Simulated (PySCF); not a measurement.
Two-component Hartree-Fock for Al(3+) (aluminium, charge +3)

Start: [Ne]. Calculated with PySCF 2.14 in x2c-TZVPall-2c: generalised Hartree-Fock with the X2C-1e Hamiltonian and a Gaussian nucleus; one run each with spin-orbit coupling (SO) switched off, then screened by Boettger's factors.

```csv
spinor shell,electrons,"ε, spin-free (eV)","ε, screened SO (eV)",weight of nominal j (screened SO),"rms radius, screened SO (bohr)"
1s1/2,2,-1630.3,-1630.3,1.000,0.139
2s1/2,2,-167.91,-167.91,1.000,0.675
2p1/2,2,-121.70,-122.02,1.000,0.667
2p3/2,4,-121.70,-121.53,1.000,0.669
```

| quantity | spin-free | screened SO |
| --- | --- | --- |
| E (hartree) | -240.42783 | -240.42799 |
| M_J | 0 | 0 |
| ⟨J²⟩ | 0.000 | 0.000 |
| ⟨L²⟩ | 0.000 | 0.000 |
| ⟨S²⟩ | 0.000 | 0.000 |

Without spin-orbit coupling the j labels of p, d and f shells carry no meaning; the spin-free column gives the mean over the occupied spinors of each nl shell.
